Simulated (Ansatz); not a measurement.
Geometry optimisation, RKS PBE/def2-SVP (Ansatz 0.2.0).

The input (input.yaml):

```yaml
crystal:
  periodic: [false, false, false]
  atoms:
    - { symbol: B, position_ang: [-0.026663, -0.247314, 0.159701] }
    - { symbol: O, position_ang: [0.001901, -0.490891, 1.52] }
    - { symbol: H, position_ang: [-0.890284, -0.465021, 1.908323] }
    - { symbol: F, position_ang: [1.115376, -0.24604, -0.516268] }
    - { symbol: F, position_ang: [-1.171545, -0.076561, -0.511508] }
    - { symbol: H, position_ang: [0.053782, 2.109381, 0.588833] }
    - { symbol: H, position_ang: [0.129133, 1.697245, 1.176519] }
basis:
  gaussian: { orbitals: def2-SVP }
hamiltonian:
  xc: pbe
relax:
  f_tol: 0.03
  max_steps: 50
```

Run as:

```bash
$ ansatz run input.yaml --threads 1 --pin off --max-ram 2048MiB --backend cpu --events-out ev --progress --plain --runs-dir out
```

**Question.** Where does it end, and by what steps?

**Answer.** The run converged. The force dipped under the threshold on the way, but the program's further checks kept it going. After 24 steps the energy has fallen by 0.167 eV; H6 moved furthest, 1.14 Å.

```csv
step,energy less start (eV),largest force component (eV/Å),accepted
0,0.0000,1.482,yes
1,-0.1181,0.478,yes
2,-0.1365,0.544,yes
3,-0.1488,0.137,yes
4,-0.1505,0.062,yes
5,-0.1499,0.148,no
6,-0.1518,0.027,yes
7,-0.1527,0.028,yes
8,-0.1539,0.091,yes
9,-0.1523,0.338,no
10,-0.1552,0.099,yes
11,-0.1519,0.413,no
12,-0.1569,0.043,yes
13,-0.1580,0.082,yes
14,-0.1589,0.209,yes
15,-0.1603,0.156,yes
16,-0.1615,0.250,yes
17,-0.1631,0.242,yes
18,-0.1650,0.043,yes
19,-0.1650,0.059,no
20,-0.1652,0.030,yes
21,-0.1658,0.005,yes
22,-0.1661,0.103,yes
23,-0.1664,0.050,yes
24,-0.1665,0.004,yes
```

```xyz
7
Properties=species:S:1:pos:R:3
B -0.038 -0.687 -0.004
O 0.043 -0.350 1.309
H -0.833 -0.175 1.696
F 1.076 -0.956 -0.676
F -1.208 -0.760 -0.650
H 0.007 2.981 1.318
H 0.165 2.228 1.333
```

Whether the end is a true minimum wasn't checked by a vibrational analysis.

The run took 38 s on 1 thread of Arm Neoverse V1 (shared host), peak memory 0.13 GiB.
